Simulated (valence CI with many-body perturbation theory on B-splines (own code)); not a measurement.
Results of a calculation; reference values are marked as such.
# Cd32+: magnetic and hyperfine properties of the levels

Level of theory: valence CI with perturbative core correlation (CI+MBPT): six valence electrons over a frozen Dirac-Fock core [Ne], a basis of 9 s, 9 p, 8 d, 6 f, 3 g, 1 h functions for each j, with the one-electron correlation potential Σ1 (screened to all orders), the two-electron term Σ2, the three-electron term Σ3, Breit, model QED; selected single and double excitations, second order for the rest, scaled by the run's own slope (own B-spline code, finite nucleus).

No measured spectrum was set against this ion. As an estimate, large intervals hold to a few tenths of a per cent, small ones and those within an open d or f shell to about a per cent. Among the levels kept, up to 1500 cm⁻¹ of a level comes from second order outside the variational space, and about a tenth of that is noise between levels of different J, which matters for small intervals.

A/g_I is the dipole constant over the nuclear g factor μ/I (μ in nuclear magnetons, uniformly magnetised nucleus), B/Q the quadrupole constant per barn. Both hold the static response of the core; the bare values leave it out. Large factors of s and p1/2 electrons are usually good to 5 to 10 %; those of open d and f shells near neutrality can be off by tens of per cent, and small factors of p3/2, d and f electrons come from cancelling terms and can be off by a factor of two or in sign, in half-filled shells by more. B is blank for J = 1/2, where it vanishes, and for nearly pure S terms. Energies count from the lowest level. Levels with J = 0 are left out.

Levels are named by their leading jj configuration (3d3/2^4 stands for four electrons in 3d with j = 3/2), which in mixed levels can hold well under half, so a name can repeat and another be missing. Letters in brackets count levels of one name in rising energy.

```csv
Level,E (eV),g,A/g_I (MHz),A/g_I bare,B/Q (MHz/b),B/Q bare
(3s^2 3p1/2^2 3p3/2^2) J=2,0.00,1.368,43700,43600,20900,20500
(3s^2 3p1/2 3p3/2^3) J=1,42.50,1.497,-11200,-9580,-41500,-40700
(3s^2 3p1/2 3p3/2^3) J=2,48.60,1.123,102000,100000,-104000,-102000
(3s 3p1/2^2 3p3/2^3) J=2,128.67,1.409,135000,133000,-38900,-38300
(3s^2 3p1/2^2 3p3/2 3d3/2) J=1,131.78,1.242,-435,1280,-17100,-17000
(3s^2 3p1/2^2 3p3/2 3d3/2) J=2,133.87,1.093,66000,65000,-35600,-34500
(3s^2 3p1/2^2 3p3/2 3d3/2) J=3,135.53,1.217,27800,28500,49100,48600
(3s^2 3p1/2^2 3p3/2 3d5/2) J=4,144.06,1.318,18700,19500,58500,58400
(3s 3p1/2^2 3p3/2^3) J=1,150.07,1.365,-50700,-47200,-15100,-15000
(3s^2 3p1/2^2 3p3/2 3d5/2) J=2,152.36,1.339,52200,52100,-43400,-42500
(3s^2 3p1/2^2 3p3/2 3d5/2) J=3,157.30,1.097,21900,22300,40900,41000
(3s^2 3p1/2^2 3p3/2 3d5/2) J=1,164.58,0.827,393,1110,6570,6790
(3s^2 3p1/2 3p3/2^2 3d3/2) J=1 [a],170.81,0.986,138000,135000,-20400,-20200
(3s^2 3p1/2 3p3/2^2 3d3/2) J=2 [a],170.88,0.993,66500,65600,-63500,-62200
(3s^2 3p1/2 3p3/2^2 3d3/2) J=3 [a],174.49,1.126,60200,59800,-29500,-28900
(3s^2 3p1/2 3p3/2^2 3d5/2) J=3 [a],180.12,1.304,-2800,-1470,24100,24100
(3s^2 3p1/2 3p3/2^2 3d3/2) J=4,180.31,1.127,53900,53500,11200,11700
(3s^2 3p1/2 3p3/2^2 3d5/2) J=1 [a],181.08,0.903,202000,197000,-8080,-7860
(3s^2 3p1/2 3p3/2^2 3d5/2) J=4 [a],182.74,1.218,15900,16600,58100,57800
(3s^2 3p1/2 3p3/2^2 3d3/2) J=2 [b],187.11,0.905,75200,74300,42800,42500
(3s^2 3p1/2 3p3/2^2 3d5/2) J=4 [b],188.29,1.158,51400,50900,-8160,-7190
(3s^2 3p1/2 3p3/2^2 3d5/2) J=5,190.57,1.196,49400,49000,18300,19100
(3s^2 3p1/2 3p3/2^2 3d5/2) J=1 [b],196.77,1.453,39800,40400,17300,16900
(3s^2 3p1/2 3p3/2^2 3d3/2) J=2 [c],199.08,1.276,57600,57300,20900,20200
(3s^2 3p1/2 3p3/2^2 3d3/2) J=3 [b],199.57,1.197,19600,20300,278,876
(3s^2 3p1/2 3p3/2^2 3d5/2) J=2 [a],200.52,1.229,-19700,-18000,57100,56700
(3s^2 3p1/2 3p3/2^2 3d5/2) J=3 [b],204.52,1.138,52700,52300,63000,62700
(3s^2 3p1/2 3p3/2^2 3d3/2) J=1 [b],205.72,1.254,31100,31100,-29800,-29100
(3s^2 3p1/2 3p3/2^2 3d5/2) J=2 [b],206.41,1.067,55000,54400,14000,13900
(3s^2 3p1/2 3p3/2^2 3d5/2) J=3 [c],209.93,1.048,55100,54400,-16000,-15300
(3s^2 3p1/2 3p3/2^2 3d3/2) J=1 [c],212.34,1.121,31800,32500,13600,13600
(3s^2 3p1/2 3p3/2^2 3d5/2) J=2 [c],217.61,1.170,11400,12100,-52600,-51400
(3s^2 3p1/2 3p3/2^2 3d5/2) J=1 [c],218.03,1.177,98900,97100,-13900,-13600
```

(1) Take the isotope of mass number 113, with I = 1/2, μ = -0.6213 μN. What is the hyperfine structure of (3s^2 3p1/2 3p3/2^3) J=2?

Answers

(1) From the table A = -127000 MHz. Shifts from the centre of gravity in MHz: F = 3/2: 190000, F = 5/2: -127000.
